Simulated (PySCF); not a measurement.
# Dipole response of Cu (copper, neutral)

[Ar] 3d10 4s1, 2S determinant. All numbers are calculated (PySCF 2.14, a scalar-relativistic core potential, in aug-cc-pVTZ-PP with one added diffuse shell each of s, p, d, f, g type with ECP10MDF (7s7p6d4f3g, 113 functions)). Coupled (time-dependent) response in atomic units; α is the mean over directions.

| method | mean α (bohr³) | C₆ (like pair) | S(−4) |
| --- | --- | --- | --- |
| UHF | 71.76 | 505.7 | 5178 |
| PBE | 42.15 | 271.8 | 1391 |
| PBE0 | 46.02 | 297.6 | 1776 |

S(−4) is the Cauchy moment in α(ω) = α(0) + S(−4) ω² + …

Reference α: 46.5 ± 0.5 bohr³ (recommended; Schwerdtfeger and Nagle, table of static dipole polarizabilities (2023 update)). Published C₆: 253.0 (Chu and Dalgarno (2004); Tang, Norbeck and Certain (1976)).

Hartree-Fock lies above the reference because it lacks correlation, which contracts the outer shell.

α(iu) at PBE:

```csv
u (hartree),α(iu) (bohr³)
0,42.15
0.0500,38.99
0.100,32.16
0.200,20.15
0.300,13.50
0.500,7.665
0.750,4.800
1.00,3.411
1.50,2.080
2.00,1.448
3.00,0.8507
5.00,0.4149
```

A single London oscillator, α(iu) = α/(1 + u²/ω²), gives C₆ = (3/4) ω α². Matching the computed C₆ needs ω = 4 × 271.8 / (3 × 42.15²) = 0.204 hartree.

Energies and moments cover only the electrons outside the core potential.
